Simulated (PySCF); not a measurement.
**Dipole moment and polarisability across levels of theory**

C3H8BN.
Z-matrix (Å and degrees, PBE0-D3(BJ)/def2-SVP geometry), rows numbered from 1:
```
N 
B   1  1.3949
C   2  1.5549  1  122.68
C   3  1.5177  2  118.48  1   146.56
C   4  1.4845  3   60.71  2   107.46
H   1  1.0105  2  123.02  3   179.84
H   1  1.0121  2  123.29  3    -0.04
H   2  1.2162  1  117.80  3  -179.90
H   3  1.0969  2  118.26  1     0.15
H   4  1.0938  3  117.72  5  -108.92
H   4  1.0935  3  117.39  5   108.69
H   5  1.0934  3  117.37  4  -108.72
H   5  1.0938  3  117.75  4   108.93
```

PySCF, dipoles from the SCF density, polarisabilities from static response with core orbitals frozen. Isolated species at its PBE0-D3(BJ)/def2-SVP geometry (one conformer only).

The anisotropy is √(½[(α1 − α2)² + (α2 − α3)² + (α3 − α1)²]).

| level | μ (D) | α (Å³) | anisotropy (Å³) |
| --- | --- | --- | --- |
| LDA/def2-SVPD | 1.570 | 9.21 | 3.29 |
| PBE/def2-SVPD | 1.550 | 9.08 | 3.25 |
| B3LYP/def2-SVPD | 1.488 | 8.80 | 2.97 |
| PBE0/def2-SVPD | 1.493 | 8.70 | 2.95 |
| BHandHLYP/def2-SVPD | 1.423 | 8.44 | 2.67 |
| CAM-B3LYP/def2-SVPD | 1.479 | 8.64 | 2.79 |
| wB97X-D/def2-SVPD | 1.466 | 8.65 | 2.79 |
| LC-wPBE/def2-SVPD | 1.487 | 8.40 | 2.66 |
| HF/def2-SVPD | 1.343 | 8.09 | 2.28 |
| PBE0/6-31G* | 1.674 | 7.19 | 3.01 |
| PBE0/6-31+G* | 1.525 | 8.24 | 2.95 |
| PBE0/def2-SVP | 1.743 | 7.51 | 2.85 |
| PBE0/aug-cc-pVDZ | 1.469 | 8.96 | 3.04 |
| PBE0/def2-TZVP | 1.531 | 8.51 | 2.95 |
| PBE0/def2-TZVPD | 1.469 | 8.91 | 3.01 |

The dipole runs from 1.34 D (HF/def2-SVPD) to 1.74 D (PBE0/def2-SVP). No reference polarisability is at hand; against PBE0 in the largest diffuse basis at hand (def2-TZVPD) the other PBE0 rows deviate by 6-31G* -19%, 6-31+G* -7%, def2-SVP -16%, def2-SVPD -2%, aug-cc-pVDZ +1%, def2-TZVP -4%. In one basis (def2-SVPD) the functionals order the polarisability from HF (lowest) to LDA (highest), a spread of 14%. With PBE0 the polarisability is 7.74 Å³ without diffuse functions (mean of 6-31G*, def2-SVP and def2-TZVP) and 8.70 Å³ with them (mean of 6-31+G*, def2-SVPD, aug-cc-pVDZ and def2-TZVPD).

Without π bonds the low states are Rydberg-like; a valence basis with one diffuse set may place them up to an eV too high.
